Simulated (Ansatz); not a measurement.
`O=C=[N][Ga]([F])[F]`. The species carries charge 0 and has multiplicity 1.

```xyz
6

O     0.3926   -2.4946   -1.2532
C     0.0998   -1.4116   -0.9580
N    -0.2448   -0.2795   -0.7274
Ga   -0.1186    0.9707    0.5573
F     0.7250    0.6990    2.0433
F    -0.8540    2.5161    0.3380
```

Task: List the harmonic frequencies (cm⁻¹, unscaled) at PBE0-D4/def2-TZVP in Ansatz. (Estimate.)

Result: Computed: 51, 59, 184, 194, 198, 518, 647, 669, 713, 744, 1463, 2375.

Task: Is this a minimum?

Result: Yes, all 12 modes are real.

Task: Give the ideal-gas thermochemistry at 298.15 K and 1 bar (rigid rotor, harmonic oscillator; point group Cs, symmetry number 1).

Result: Zero-point energy 46.7 kJ/mol; H(298) − E = 67.3 kJ/mol; entropy 362.6 J/(mol·K), of which translation 171.3, rotation 116.9, vibration 74.4; G(298) − E = -40.8 kJ/mol. Modes under 100 cm⁻¹ are hindered rotations or soft bends, so the harmonic entropy is rough.
